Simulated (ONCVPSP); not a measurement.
## rhenium: one change to an ONCV potential, before and after

ONCVPSP 4.0.1 input, shortened (lines: element, Z, core and valence counts, functional; n l f; lmax; l rc ep ncon nbas qcut; lloc lpopt rc5 dvloc0; l nproj debl; icmod fcfact rcfact), PBE, fully relativistic:

```
  Re 75.00   10    5        4      upf
    1    0    2.00
    2    0    2.00
    2    1    6.00
    3    0    2.00
    3    1    6.00
    3    2   10.00
    4    0    2.00
    4    1    6.00
    4    2   10.00
    4    3   14.00
    5    0    2.00
    5    1    6.00
    5    2    5.00
    6    0    1.75
    6    1    0.25
    2
    0    1.80    0.00    3    6    8.50
    1    1.75    0.00    4    8    9.30
    2    2.40    0.00    4    9    6.00
    4    2    1.25    4.00
    0    2    1.60
    1    2    0.40
    2    2    1.90
    1    0.55    0.00
```

Open shells are filled in proportion to 2j + 1.

All-electron outer shells of the reference configuration (PBE, scalar-relativistic, ld1.x):

```tsv
shell	level (eV)	outermost node (bohr)	outermost maximum (bohr)
4d	-255.78	0.21	0.44
5s	-85.70	0.52	0.93
5p	-47.46	0.56	1.06
4f	-42.76	–	0.41
6s	-6.25	1.24	2.54
5d	-5.78	0.62	1.41
6p	-1.55	1.48	3.61
```

Change: all radii but the core radius scaled by about 1.07 (s 1.92, p 1.86, d 2.56 bohr); local potential polynomial inside 1.32 bohr (lpopt 2, dvloc0 4 Ha).

Cutoffs: the cutoffs (Ha) at which the residual kinetic energy of the hardest occupied pseudo-wave falls to 1 and 0.1 mHa per electron; they do not see the model core or the augmentation charge, which bear on the density cutoff. Errors are all-electron minus pseudo energies relative to the spin-unpolarised reference configuration.

Question: How do hardness, ghosts and transferability respond?

Answer: The potential gets softer (24 Ha and 30 Ha → 22 Ha and 27 Ha); of the 3 tests that both files solve, the error grows in 1 and shrinks in 0 by more than 15 % and 0.3 meV (median size 0.5 → 0.6 meV); neither file shows a bound ghost. A larger radius leaves more room for a smooth pseudo-wave, so fewer plane waves are needed.

| quantity | base | changed |
| --- | --- | --- |
| cutoff, loose | 24 Ha | 22 Ha |
| cutoff, tight | 30 Ha | 27 Ha |
| loose cutoff by channel | s 20 Ha, p 24 Ha, d 13 Ha | s 18 Ha, p 22 Ha, d 13 Ha |
| bound ghosts | none | none |
| GHOST(+) flags under 300 eV | none | none |
| tests with a reliable result | 3 of 4 | 3 of 4 |
| error for 5s2 5p6 5d5 6s2 6p0, meV [ΔE -1.15 eV] | -0.1 | -0.1 |
| error for 5s2 5p6 5d5 6s1 6p0, meV [ΔE 8.10 eV] | -0.5 | -0.6 |
| error for 5s2 5p6 5d4 6s2 6p1, meV [ΔE 3.85 eV] | +1.9 | +6.1 |
| rms error of d²Exc/dni dnj with the model core, mHa | 1.88 | 1.83 |
